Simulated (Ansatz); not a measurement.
```xyz
8

Si   -0.8552   -0.2596   -0.3454
C     0.8402    0.0070    0.4138
I     1.4591    2.0342    0.1113
H    -1.8366    0.6467    0.2995
H    -1.2696   -1.6733   -0.1239
H    -0.7955    0.0121   -1.8024
H     1.6086   -0.6140   -0.0437
H     0.8491   -0.1531    1.4908
```

Charge 0, multiplicity 1. I: def2 effective core potential.

(1) List the PBE0/def2-TZVPP orbital energies in eV (Ansatz). (Estimate.)

Results:

(1) Computed: Occupied: -1802.68, -279.47, -187.74, -145.03, -133.72, -133.40, -133.40, -99.69, -99.68, -99.68, -52.82, -52.72, -52.71, -52.43, -52.43, -21.19, -18.06, -14.96, -12.67, -11.08, -10.03, -9.78, -9.47, -7.44, -7.30. Lowest empty: -1.12, 0.69, 1.33, 1.37, 1.86, 2.19, 2.26, 3.76.
